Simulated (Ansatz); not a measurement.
## Molecular dynamics of H8O3Si3

Input file:

```yaml
crystal:
  periodic: [false, false, false]
  atoms:
    - { symbol: Si, position_ang: [-0.756616, -0.885004, 0.42451] }
    - { symbol: O, position_ang: [-0.543867, -0.52607, 2.06672] }
    - { symbol: H, position_ang: [-0.079072, 0.156035, 2.522631] }
    - { symbol: O, position_ang: [0.784244, -1.013272, -0.193212] }
    - { symbol: Si, position_ang: [2.344998, -1.457188, -0.753491] }
    - { symbol: H, position_ang: [2.237724, -2.696699, -1.64369] }
    - { symbol: H, position_ang: [2.898804, -0.319803, -1.515119] }
    - { symbol: H, position_ang: [3.157835, -1.804874, 0.503609] }
    - { symbol: O, position_ang: [-1.543199, 0.191617, -0.557294] }
    - { symbol: Si, position_ang: [-2.313584, 1.568527, -1.1257] }
    - { symbol: H, position_ang: [-3.736303, 1.658954, -0.628878] }
    - { symbol: H, position_ang: [-1.425348, 2.760086, -0.640241] }
    - { symbol: H, position_ang: [-2.336096, 1.552734, -2.615089] }
    - { symbol: H, position_ang: [-1.379354, -2.232901, 0.538755] }
basis:
  gaussian: { orbitals: "6-31G" }
hamiltonian:
  xc: pbe0
  dispersion: d4
md:
  timestep: 0.25
  n_steps: 150
  ensemble: nvt_nose_hoover
  temperature: 500.0
  initial_velocities: maxwell_boltzmann
  seed: 795905
  nose_hoover: { tau: 50.0, chain_length: 5 }
```

Launched with:

```bash
$ ansatz run input.yaml --threads 1 --pin off --max-ram 2048MiB --backend cpu --events-out ev --progress --plain --runs-dir out
```

It goes on from the last frame of an earlier run, with new velocities.

Output, in part (one step line in 6, the closing report, with atoms numbered from 0):

```
md step     0: t =     0.00 fs  T =   500.0 K  F+E_penalty+E_count = -29885.43037653 eV  E_kin = 0.775560 eV  conserved = -29884.65481653 eV  (26 SCF iters)
md step     6: t =     1.50 fs  T =   485.2 K  F+E_penalty+E_count = -29885.40738303 eV  E_kin = 0.752546 eV  conserved = -29884.65482200 eV  (23 SCF iters)
md step    12: t =     3.00 fs  T =   338.1 K  F+E_penalty+E_count = -29885.17856907 eV  E_kin = 0.524427 eV  conserved = -29884.65417022 eV  (25 SCF iters)
md step    18: t =     4.50 fs  T =   268.9 K  F+E_penalty+E_count = -29885.07071346 eV  E_kin = 0.417042 eV  conserved = -29884.65397847 eV  (25 SCF iters)
md step    24: t =     6.00 fs  T =   339.6 K  F+E_penalty+E_count = -29885.18025581 eV  E_kin = 0.526765 eV  conserved = -29884.65446269 eV  (25 SCF iters)
md step    30: t =     7.50 fs  T =   415.1 K  F+E_penalty+E_count = -29885.29630368 eV  E_kin = 0.643856 eV  conserved = -29884.65461039 eV  (24 SCF iters)
md step    36: t =     9.00 fs  T =   410.7 K  F+E_penalty+E_count = -29885.28816630 eV  E_kin = 0.637109 eV  conserved = -29884.65475898 eV  (23 SCF iters)
md step    42: t =    10.50 fs  T =   297.8 K  F+E_penalty+E_count = -29885.11096313 eV  E_kin = 0.461964 eV  conserved = -29884.65420604 eV  (25 SCF iters)
md step    48: t =    12.00 fs  T =   240.0 K  F+E_penalty+E_count = -29885.01957674 eV  E_kin = 0.372255 eV  conserved = -29884.65389431 eV  (24 SCF iters)
md step    54: t =    13.50 fs  T =   335.4 K  F+E_penalty+E_count = -29885.16616797 eV  E_kin = 0.520289 eV  conserved = -29884.65434463 eV  (26 SCF iters)
md step    60: t =    15.00 fs  T =   450.4 K  F+E_penalty+E_count = -29885.34167781 eV  E_kin = 0.698584 eV  conserved = -29884.65464703 eV  (25 SCF iters)
md step    66: t =    16.50 fs  T =   481.8 K  F+E_penalty+E_count = -29885.38650699 eV  E_kin = 0.747271 eV  conserved = -29884.65462726 eV  (23 SCF iters)
md step    72: t =    18.00 fs  T =   419.9 K  F+E_penalty+E_count = -29885.28676527 eV  E_kin = 0.651369 eV  conserved = -29884.65462329 eV  (25 SCF iters)
md step    78: t =    19.50 fs  T =   298.8 K  F+E_penalty+E_count = -29885.09507795 eV  E_kin = 0.463516 eV  conserved = -29884.65395743 eV  (24 SCF iters)
md step    84: t =    21.00 fs  T =   308.8 K  F+E_penalty+E_count = -29885.10764294 eV  E_kin = 0.478921 eV  conserved = -29884.65402259 eV  (25 SCF iters)
md step    90: t =    22.50 fs  T =   430.4 K  F+E_penalty+E_count = -29885.29290664 eV  E_kin = 0.667612 eV  conserved = -29884.65474389 eV  (26 SCF iters)
md step    96: t =    24.00 fs  T =   445.2 K  F+E_penalty+E_count = -29885.31052691 eV  E_kin = 0.690595 eV  conserved = -29884.65470487 eV  (24 SCF iters)
md step   102: t =    25.50 fs  T =   353.6 K  F+E_penalty+E_count = -29885.16298441 eV  E_kin = 0.548443 eV  conserved = -29884.65423615 eV  (25 SCF iters)
md step   108: t =    27.00 fs  T =   293.3 K  F+E_penalty+E_count = -29885.06526163 eV  E_kin = 0.455001 eV  conserved = -29884.65417847 eV  (24 SCF iters)
md step   114: t =    28.50 fs  T =   305.0 K  F+E_penalty+E_count = -29885.07893454 eV  E_kin = 0.473023 eV  conserved = -29884.65407913 eV  (24 SCF iters)
md step   120: t =    30.00 fs  T =   405.2 K  F+E_penalty+E_count = -29885.22910816 eV  E_kin = 0.628453 eV  conserved = -29884.65436996 eV  (25 SCF iters)
md step   126: t =    31.50 fs  T =   493.2 K  F+E_penalty+E_count = -29885.35850855 eV  E_kin = 0.765006 eV  conserved = -29884.65480004 eV  (25 SCF iters)
md step   132: t =    33.00 fs  T =   440.3 K  F+E_penalty+E_count = -29885.26814128 eV  E_kin = 0.683035 eV  conserved = -29884.65451046 eV  (24 SCF iters)
md step   138: t =    34.50 fs  T =   340.4 K  F+E_penalty+E_count = -29885.10597526 eV  E_kin = 0.528078 eV  conserved = -29884.65405466 eV  (24 SCF iters)
md step   144: t =    36.00 fs  T =   345.5 K  F+E_penalty+E_count = -29885.10759918 eV  E_kin = 0.535884 eV  conserved = -29884.65408044 eV  (24 SCF iters)
md step   150: t =    37.50 fs  T =   450.6 K  F+E_penalty+E_count = -29885.26314392 eV  E_kin = 0.698870 eV  conserved = -29884.65439965 eV  (27 SCF iters)
Total energy: -29885.26318304 eV, -1098.2631650179 hartree
Atom 0 at    -0.744820    -0.924949     0.388372 Å, force     1.968946    -0.109992    -0.421152 eV/Å
Atom 1 at    -0.772083    -0.402068     1.984600 Å, force     0.692604     1.316926     1.525622 eV/Å
Atom 2 at    -0.400944     0.410071     2.432962 Å, force    -0.549571    -1.374678    -0.961558 eV/Å
Atom 3 at     0.842845    -1.109854    -0.250195 Å, force    -1.923484     0.087570     0.791349 eV/Å
Atom 4 at     2.396756    -1.474513    -0.758937 Å, force    -0.180699    -0.655545    -1.277662 eV/Å
Atom 5 at     2.474345    -3.010424    -1.041099 Å, force     0.077200     0.854960     0.013644 eV/Å
Atom 6 at     2.720839    -0.651530    -2.054962 Å, force    -0.075454    -0.553335     0.832316 eV/Å
Atom 7 at     3.287803    -1.162774     0.361704 Å, force     0.663573     0.217277     0.377892 eV/Å
Atom 8 at    -1.429567     0.257211    -0.523643 Å, force     0.192621    -0.074198    -0.318551 eV/Å
Atom 9 at    -2.320207     1.575109    -1.026145 Å, force    -1.933447    -1.581409    -0.511564 eV/Å
Atom 10 at    -3.543236     1.522905    -0.127300 Å, force     0.140130     0.480979    -0.110360 eV/Å
Atom 11 at    -1.621444     2.812419    -1.044306 Å, force     0.892556     1.404131     0.240069 eV/Å
Atom 12 at    -2.804965     1.295361    -2.434576 Å, force     0.092678     0.119850     0.120980 eV/Å
Atom 13 at    -1.471859    -2.206554     0.488109 Å, force    -0.057652    -0.132537    -0.301023 eV/Å
Dipole moment:     0.163803     0.367408    -0.037838 e Å
```

All steps were run. The conserved energy stayed within 0.07 meV per atom of its start (net change 0.03 meV per atom), so the integration is sound. The mean temperature of the second half is 25 % below the set value. A run of 0.037 ps of so small a system gives no equilibrium averages. Limits of this set-up: no polarisation functions.

The same pairs are bonded in the first frame and the last. Pairs count as bonded within 1.25 times the sum of covalent radii (0.12 Å more for H–H).

Last frame:

```xyz
14
Properties=species:S:1:pos:R:3
Si -0.745 -0.925 0.388
O -0.772 -0.402 1.985
H -0.401 0.410 2.433
O 0.843 -1.110 -0.250
Si 2.397 -1.474 -0.759
H 2.474 -3.010 -1.041
H 2.721 -0.651 -2.055
H 3.288 -1.163 0.362
O -1.430 0.257 -0.524
Si -2.320 1.575 -1.026
H -3.543 1.523 -0.127
H -1.621 2.812 -1.044
H -2.805 1.295 -2.435
H -1.472 -2.207 0.488
```

Run time: 13 min on 1 thread of Arm Neoverse V2, on a shared host, peak memory 0.2 GiB.
